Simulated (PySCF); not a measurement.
# Working out the ionisation energy of Nb⁺

Nb⁺ [Kr] 4d4 (5D) → Nb²⁺ [Kr] 4d3 (4F). All numbers are calculated (PySCF 2.14, a scalar-relativistic core potential, in cc-pVDZ-PP with ECP28MDF (4s4p3d1f, 38 functions)). Frozen: 4s2 4p6. Energies in hartree (1 hartree = 27.21139 eV):

```
             part  Nb⁺ (lower)  Nb²⁺ (upper)
              UHF   -55.926941    -55.445736
MP2 opposite-spin     0.000000      0.000000
    MP2 same-spin    -0.025488     -0.009915
```

What does Hartree-Fock give?

(-55.445736) − (-55.926941) = 0.481205 hartree = 13.094 eV.

What do MP2 and SCS-MP2 (6/5 opposite-spin, 1/3 same-spin) give?

The opposite-spin parts differ by 0.000 eV and the same-spin parts by 0.424 eV. MP2: 13.094 + (0.000) + (0.424) = 13.518 eV. SCS-MP2: 13.094 + 1.2 × (0.000) + (0.424)/3 = 13.235 eV.

Reference: 14.32 eV (semi-empirical (NIST evaluation); NIST Atomic Spectra Database, ionization energies), between the lowest levels; spin-orbit coupling is absent from the calculation.

A double-zeta basis recovers only part of the correlation energy.

What remains against the reference includes basis incompleteness, the frozen core and correlation beyond second order.
